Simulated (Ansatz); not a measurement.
Consider the redistribution: `C[S][AlH][OH]` + `[BH2][AlH2]` → `[BH2][AlH][OH]` + `C[S][AlH2]`.

Program: Ansatz. Geometries: PBE0-D4/def2-TZVP. ΔE: electronic, gas phase. CCSD(T)/CBS adds triple-zeta CCSD(T) − MP2 to the extrapolated MP2 energy (def2 sets, frozen cores). This one scheme is used for every species. Functionals use def2-TZVPP. One conformer a species, not always the lowest.

```csv
level,ΔE (kcal/mol)
revPBE-D4,-0.6
PBE0-D4,-0.7
r2SCAN0-D4,-0.5
ωB97X-V,-1.0
PBE-QIDH,-0.9
CAM-B3LYP,-1.1
MP2/def2-SVP,-1.9
MP2/def2-TZVPP,-1.2
```

Problem. What does CCSD(T)/CBS give? (Best estimate.)

Solution. Ansatz gave: -1.0 kcal/mol. The listed levels differ from it by 0.4, 0.3, 0.5, 0.0, 0.1, -0.1, -0.9, -0.2 kcal/mol.

Largest T1 diagnostic among the species: 0.012.

At CCSD(T), def2-SVP lies −0.9 kcal/mol from the extrapolated value and def2-TZVPP −0.0 kcal/mol. Leaving LDA and LC-ωPBE aside and taking each functional with its dispersion term where it has one, the values, not all of them listed here, spread over 0.8 kcal/mol, from B2PLYP to r2SCAN-D4.
